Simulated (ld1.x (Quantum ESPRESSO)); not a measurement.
cadmium (Cd): what ld1.x (Quantum ESPRESSO) 7.5 does with a changed input

Command:

```bash
ld1.x < Cd.in > Cd.out
```

Input:

```
&input
   title='Cd', zed=48., rel=1, dft='BLYP', iswitch=3,
   config='[Kr] 4d10 4f-2 5s2 5p0',
   nld=4, rlderiv=3.15, eminld=-3.0, emaxld=5.0, deld=0.02
 /
 &inputp
   pseudotype=2, tm=.false., rho0=0.001, lloc=-2, rcloc=1.75,
   nlcc=.true.,
   file_pseudopw='Cd.UPF', file_wfcaegen='ae.wfc', file_wfcncgen='nc.wfc', file_beta='beta', file_chi='chi'
 /
4
5S  1  0   2.00   0.30  2.50  2.50  0.0
5P  2  1   0.00   0.00  2.90  2.90  0.0
4D  3  2  10.00   0.00  1.90  1.90  0.0
4F  4  3  -2.00   0.45  2.80  2.80  0.0
 &test
   configts(1)='4d10 5s2 5p0'
 /
```

This is an input that runs to its end, with one change: an energy typed for the occupied state 5S.

**Question.** How does the run end?

**Answer.** The program refuses the input: "ld1_readin: unbound states must be empty".

```
Program LD1 v.7.5

 %%%%%%%%%%%%%%%%%%%%%%%%%%%%%%%%%%%%%%%%%%%%%%%%%%%%%%%%%%%%%%%%%%%%%%%%%%%%%%
     Error in routine ld1_readin (1):
     unbound states must be empty
 %%%%%%%%%%%%%%%%%%%%%%%%%%%%%%%%%%%%%%%%%%%%%%%%%%%%%%%%%%%%%%%%%%%%%%%%%%%%%%

     stopping ...
```
